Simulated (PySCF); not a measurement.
1,3-disilylpropan-2-ylsilane (C3H14Si3), SMILES [SiH3]CC([SiH3])C[SiH3].

Geometry: B3LYP-D3(BJ)/def2-SVP. The values are those of a single conformer.

Two levels are set side by side: PBE/def2-TZVP (PySCF) and PBE0/def2-TZVP (PySCF). Same geometry, gas phase. Differences are taken from unrounded values.

```tsv
quantity	PBE0
orbital gap (eV)	8.00
highest occupied level (eV)	-7.83
lowest empty level (eV)	0.17
dipole moment (D)	0.58
```

What does PBE give, and how far is it from PBE0? (Estimate from the structure and the level; the computed values follow.)


```tsv
quantity	PBE	PBE minus PBE0
orbital gap (eV)	6.02	-1.98
highest occupied level (eV)	-6.67	1.16
lowest empty level (eV)	-0.65	-0.82
dipole moment (D)	0.60	0.02
```

PBE's occupied levels lie high since its potential decays too fast outside the molecule; exact exchange lowers them and widens the gap. Differences between two approximate levels are no errors against the true value.

Rough cost on one machine, each run with all the roots and properties that it gave: PBE0 against PBE within a factor of 2.
